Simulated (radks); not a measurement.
Problem. Valence configurations of neutral scandium (all share [Ar]). All-electron calculation, scalar-relativistic Kohn-Sham, r2SCAN, spin-polarised, spherical densities, finite nucleus; open shells are filled with parallel spins first; meta-GGA in the generalised Kohn-Sham scheme; Fermi nuclear charge, rms radius 3.5459 fm. Program: a radial shooting solver on a logarithmic mesh with Libxc functionals. Order these by energy: 3d1.5 4s1.5; 3d1 4s1 4p1; 3d2 4s1; 3d1 4s2; 4s2 4p1; 3d0.5 4s2 4p0.5; 3d1 4s1.5 4p0.5; 3d1 4p2; 4s1 4p2.

Solution. From the lowest, in eV above it: 3d1 4s2 0.000; 3d1.5 4s1.5 0.376; 3d2 4s1 0.639; 3d1 4s1.5 4p0.5 1.107; 3d0.5 4s2 4p0.5 1.298; 3d1 4s1 4p1 1.685; 4s2 4p1 3.305; 3d1 4p2 4.805; 4s1 4p2 5.129. NIST lists [Ar] 3d1 4s2 as the ground configuration; this level of theory agrees among the configurations tried. The energies are those of spherical high-spin densities, not of single terms.
